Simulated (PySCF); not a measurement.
Identify the unknown among the candidates.

All candidates are C6H6OSi.

* UV, strongest line: among the 8 lowest singlet transitions: S8 at 6.38 eV (194 nm, f = 0.156) [TDDFT CAM-B3LYP/def2-SVPD]
* Dipole: 4.08 D [CAM-B3LYP/def2-SVPD]
* NMR, other nuclei: isotropic shieldings of nuclei other than C and H, by class: -421 (1 O), 371 (1 Si) ppm [GIAO PBE0/pcSseg-1]
* 1H NMR: chemical shifts (computed TMS as zero) by class: 9.42 (1 H), 7.70 (1 H), 5.61 (1 H), 2.16 (3 H) ppm [GIAO PBE0/pcSseg-1]
* Rotational structure: rotational constants A, B, C: 3.482, 0.872, 0.787 GHz [GFN2-xTB]
* 13C NMR: chemical shifts (computed TMS as zero) by class: 222.0 (1 C), 191.5 (1 C), 176.5 (1 C), 120.8 (1 C), 80.6 (1 C), 6.2 (1 C) ppm [GIAO PBE0/pcSseg-1]

The electronic properties come from PySCF, for the isolated species, density fitting. Levels stand in brackets. Geometry: GFN2-xTB; no solvent, vibrations or thermal averaging. NMR values are class means; diastereotopic atoms form classes of their own.

Question: Which candidate is it?
A. `O=CC#CC1=CC[SiH2]1`
B. `C[SiH2]C#CC#CC=O`
C. `C#C[C@H]1C(=C)[SiH2]C1=O`
D. `CC#C[Si@@H]1C=CC1=O`

Answer: D. It is `CC#C[Si@@H]1C=CC1=O`. Numbering: `[CH3:1][C:2]#[C:3][Si@@H:4]1[CH:5]=[CH:6][C:7]1=[O:8]`. Its formula, C6H6OSi, gives 5 degrees of unsaturation: 1 ring and 4 π bonds in the structure found. 6 carbons fall into 6 classes; from least to most shielded: carbonyl carbon [C7] (222.0 ppm), alkene CH carbon [C5] (191.5 ppm), alkene CH carbon [C6] (176.5 ppm), alkyne carbon [C2] (120.8 ppm), alkyne carbon [C3] (80.6 ppm), propargylic carbon [C1] (6.2 ppm). Hydrogen classes from least to most shielded: 1 H on an alkene CH carbon, C5 (9.42 ppm), 1 H on an alkene CH carbon, C6 (7.70 ppm), 1 H on an SiH silicon, Si4 (5.61 ppm), 3 H on a propargylic carbon, C1 (2.16 ppm). The other shieldings belong to: -421 ppm, carbonyl oxygen [O8]; 371 ppm, SiH silicon [Si4]. The optimised geometry has point group C1 and is an asymmetric top.

The others, at the same levels:
- `C[SiH2]C#CC#CC=O` fails: its computed 13C shifts are 181.0 (1 C), 105.6 (1 C), 97.0 (1 C), 89.3 (1 C), 75.3 (1 C), -5.1 (1 C) ppm, 1H shifts are 9.57 (1 H), 4.57 (2 H), 0.42 (3 H) ppm and rotational constant A is 8.460 GHz (against 3.482 GHz).
- `O=CC#CC1=CC[SiH2]1` fails: its computed 13C shifts are 181.0 (1 C), 165.7 (1 C), 132.4 (1 C), 101.6 (1 C), 99.8 (1 C), 20.0 (1 C) ppm, 1H shifts are 9.80 (1 H), 7.32 (1 H), 5.16 (2 H), 2.08 (2 H) ppm and strongest line among the 8 lowest singlet transitions is S5 at 6.09 eV (204 nm, f = 0.932) (against S8 at 6.38 eV).
- `C#C[C@H]1C(=C)[SiH2]C1=O` fails: its computed 13C shifts are 239.0 (1 C), 149.7 (1 C), 141.1 (1 C), 84.6 (1 C), 80.6 (1 C), 68.4 (1 C) ppm, 1H shifts are 6.90 (1 H), 6.56 (1 H), 5.47 (1 H), 5.36 (1 H), 4.41 (1 H), 1.92 (1 H) ppm and rotational constant A is 2.165 GHz (against 3.482 GHz).
